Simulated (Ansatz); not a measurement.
Consider the ligand exchange at the Si–O bond: `CO[SiH](F)OC` + H₂Se → `CO[SiH](F)[SeH]` + CH₃OH.

Computed with Ansatz on PBE0-D4/def2-TZVP structures; ΔE is electronic, products minus reactants. CCSD(T)/CBS adds triple-zeta CCSD(T) − MP2 to the extrapolated MP2 energy (def2 sets, frozen cores). This one scheme is used for every species. DFT in def2-TZVPP. HSE06 is defined as in plane-wave codes. For Se outer-core shells are correlated without core-valence functions, which leaves a few kJ/mol of doubt a bond. Scalar relativity is left out up to krypton. Each species was taken in one conformer, which may not be the lowest.

`CO[SiH](F)OC`:

Z-matrix (Å, degrees):
```
C
O 1 1.411
H 1 1.094 2 111.3
H 1 1.091 2 108.1 3 -119.5
H 1 1.095 2 111.2 3 121.6
Si 2 1.623 1 125.9 3 -54.7
O 6 1.612 2 108.9 1 169.0
F 6 1.597 2 107.7 1 48.2
H 6 1.471 2 113.8 1 -70.5
C 7 1.413 6 126.6 2 -48.1
H 10 1.094 7 110.9 6 -71.5
H 10 1.091 7 108.0 6 169.5
H 10 1.093 7 111.2 6 50.0
```

H₂Se:

Cartesian coordinates in Å:
```
Se -0.491 -0.068 -0.472
H -0.295 -0.585 0.887
H 0.786 0.652 -0.415
```

`CO[SiH](F)[SeH]`:

```xyz
10

C     0.765    0.937   -0.985
O    -0.310    0.030   -0.864
Si   -0.481   -1.105    0.281
F    -1.903   -1.745   -0.006
Se   -0.366   -0.256    2.377
H     1.682    0.421   -1.290
H     0.503    1.665   -1.753
H     0.951    1.461   -0.043
H     0.541   -2.171    0.207
H    -1.383    0.762    2.075
```

CH₃OH:

Cartesian coordinates in Å:
```
C -0.149 -0.263 -0.189
O 0.240 0.445 0.966
H -0.672 -1.158 0.147
H 0.709 -0.577 -0.795
H -0.834 0.314 -0.823
H 0.705 1.239 0.694
```

| level | ΔE (kcal/mol) |
| --- | --- |
| BLYP-D4 | 14.0 |
| PBE0-D4 | 11.6 |
| HSE06 | 11.7 |
| MP2/def2-TZVPP | 13.9 |

What does CCSD(T)/CBS give? (Estimate.)

Computed: +13.5 kcal/mol. The listed levels differ from it by 0.5, -1.9, -1.8, 0.4 kcal/mol.

Largest T1 diagnostic among the species: 0.011.

Leaving LDA and LC-ωPBE aside and taking each functional with its dispersion term where it has one, the values, not all of them listed here, spread over 5.8 kcal/mol, from PBE-D4 to CAM-B3LYP-D4. LDA lies +1.8 kcal/mol from PBE without D4. From PBE to PBE0 (25 % exact exchange), in def2-TZVPP and without D4, ΔE moves by +1.0 kcal/mol. In def2-TZVPP, CCSD(T) changes the Hartree–Fock value by −3.4 kcal/mol (the triples alone add −0.7 kcal/mol) and MP2 by −4.5 kcal/mol.
